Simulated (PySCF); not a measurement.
BCl3H2O2Si, SMILES OB(O)[Si](Cl)(Cl)Cl. Atoms are numbered in the order given.

```xyz
9

Si     0.0351     0.2469     0.0000
Cl    -2.0233     0.6270     0.0000
Cl     0.8466     1.1452     1.6752
Cl     0.8466     1.1452    -1.6752
B      0.2123    -1.7697     0.0000
O      1.4464    -2.3168     0.0000
O     -0.9016    -2.5438     0.0000
H      1.4270    -3.2861     0.0000
H     -1.7250    -2.0343     0.0000
```
Charge 0, spin multiplicity 1.

Geometry optimised at B3LYP-D3(BJ)/def2-SVP. This is a generated structure with no PubChem entry under its InChIKey; it may be hypothetical. Other conformers were not sampled.

The numbers are results of PBE/pcSseg-1 (PySCF), not measurements.

GIAO shieldings, no solvent; atoms listed in one row are averaged. δ = σ(ref) − σ: ²⁹Si against TMS (σ = 335.4 ppm); ³⁵Cl against HCl (σ = 936.5 ppm); ¹¹B against BF3 (σ = 83.9 ppm); ¹⁷O against H2O (σ = 334.3 ppm); ¹H against TMS (σ = 31.49 ppm), references at their B3LYP-D3(BJ)/def2-TZVP geometries, non-relativistic (without spin–orbit terms, shifts of atoms bonded to Cl or Br come out too high).

Q: Estimate the chemical shifts. (An estimate is asked for; the answer gives what the named calculation found.)

A: 
```json
[
 {"nucleus": "²⁹Si", "atoms": "Si1", "count": "1", "δ (ppm)": "40.3"},
 {"nucleus": "³⁵Cl", "atoms": "Cl3, Cl4", "count": "2", "δ (ppm)": "179.8"},
 {"nucleus": "³⁵Cl", "atoms": "Cl2", "count": "1", "δ (ppm)": "168.9"},
 {"nucleus": "¹¹B", "atoms": "B5", "count": "1", "δ (ppm)": "12.3"},
 {"nucleus": "¹⁷O", "atoms": "O7", "count": "1", "δ (ppm)": "169.9"},
 {"nucleus": "¹⁷O", "atoms": "O6", "count": "1", "δ (ppm)": "141.8"},
 {"nucleus": "¹H", "atoms": "H9", "count": "1", "δ (ppm)": "5.85"},
 {"nucleus": "¹H", "atoms": "H8", "count": "1", "δ (ppm)": "4.90"}
]
```
